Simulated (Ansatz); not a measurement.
Cartesian coordinates in Å:
```
C 0.430 0.267 -0.477
Sn -0.943 -1.370 -0.058
Cl -1.472 -0.579 2.125
H 1.207 0.291 0.292
H -0.116 1.213 -0.420
H 0.894 0.177 -1.461
```

The species carries charge 0 and has multiplicity 1. Sn: def2 effective core potential.

(1) List the r2SCAN/def2-TZVPP orbital energies in eV (the Gaussian-basis code of Ansatz). (Estimate.)

Answers

(1) Computed: Occupied: -2752.56, -272.70, -253.93, -192.43, -192.37, -192.31, -137.45, -92.47, -92.24, -92.03, -26.81, -26.73, -26.55, -26.47, -26.37, -20.23, -17.78, -11.73, -10.22, -10.15, -8.22, -7.80, -7.64, -5.90. Lowest empty: -3.33, -0.89, 0.43, 2.22, 2.80, 2.82, 3.46, 3.86.
